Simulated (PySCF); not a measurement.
CH6O3Si, SMILES O[Si](C)(O)O. Atoms are numbered in the order given.

```xyz
11

C      0.0000     0.0000    -1.8449
Si     0.0000     0.0000     0.0070
O     -1.5445    -0.2427     0.5848
O      0.5621     1.4589     0.5848
O      0.9824    -1.2162     0.5848
H     -0.7771     0.6765    -2.2339
H      0.9744     0.3347    -2.2339
H     -0.1974    -1.0112    -2.2339
H     -1.6351    -0.9694     1.2121
H     -0.0220     1.9007     1.2121
H      1.6570    -0.9313     1.2121
```

Coordinates come from a B3LYP-D3(BJ)/def2-SVP optimisation. The geometry has at least one imaginary mode, so it is a saddle point at that level. Other conformers were not sampled.

These are PySCF with SMD-M06-2X/6-31G* values and carry that method's errors.

Solvation free energies are E(SMD) − E(gas) at the gas-phase geometry, for 1 M in both phases. In vacuum the dipole moment is 1.67 D.

```tsv
solvent	ΔG(solv) (kcal/mol)	its non-electrostatic (CDS) part	dipole (D)
water	-12.1	3.3	2.06
benzene	-4.5	-1.9	1.75
diethylether	-6.4	-2.3	1.81
```
